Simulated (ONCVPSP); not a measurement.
Cu: ONCV pseudisation with LDA (Perdew-Wang 92), scalar-relativistic reference atom.

Cu (Z = 29), optimised norm-conserving Vanderbilt (ONCV), made with ONCVPSP 4.0.1 (LDA (Perdew-Wang 92), scalar-relativistic). Core [Ne], reference 3s2 3p6 3d8 (charge +3). Waves: 3s: rc 1.10 bohr, ncon 3, nbas 8, qcut 8.4 1/bohr, 2 projectors, debl 1.5 Ha; 3p: rc 0.90 bohr, ncon 4, nbas 7, qcut 21.3 1/bohr, 2 projectors, debl 2.2 Ha; 3d: rc 0.75 bohr, ncon 4, nbas 8, qcut 13.3 1/bohr, 2 projectors, debl 3.6 Ha. Local part: polynomial inside 0.50 bohr (lpopt 2, dvloc0 1 Ha). Core correction: polynomial model core, fcfact 0.3.

In the s channel the program set the typed energies aside and used -5.886, 0.250 Ha. In the p channel the program set the typed energies aside and used -4.327, 0.250 Ha.

All-electron outer shells of the reference configuration (LDA (PZ), scalar-relativistic, ld1.x):

| shell | level (eV) | outermost node (bohr) | outermost maximum (bohr) |
| --- | --- | --- | --- |
| 3s | -160.16 | 0.29 | 0.61 |
| 3p | -117.73 | 0.26 | 0.62 |
| 3d | -49.25 | – | 0.58 |

(1) Estimate the cutoffs (Ha) at which the residual kinetic energy of the hardest occupied pseudo-wave falls to 1 and 0.1 mHa per electron.

(2) Does the potential have ghost states?

(3) Which valence shell sets the plane-wave cutoff?

(4) Tests: 3s2 3p6 3d10 4s1; 3s2 3p6 3d10; 3s2 3p6 3d9; 3s2 3p6 3d9 4s1 4p1. Which has the largest error in its energy relative to the reference configuration, and how large is it?

## Answers

(1) 388 Ha and 449 Ha.

(2) No bound ghost flagged; GHOST(+) flagged for s at 344.4 eV.

(3) 3d: 388 Ha for 1 mHa per electron, against 90 Ha for 3p.

(4) 3s2 3p6 3d10, with +11 meV (all-electron minus pseudo) on -61.06 eV.
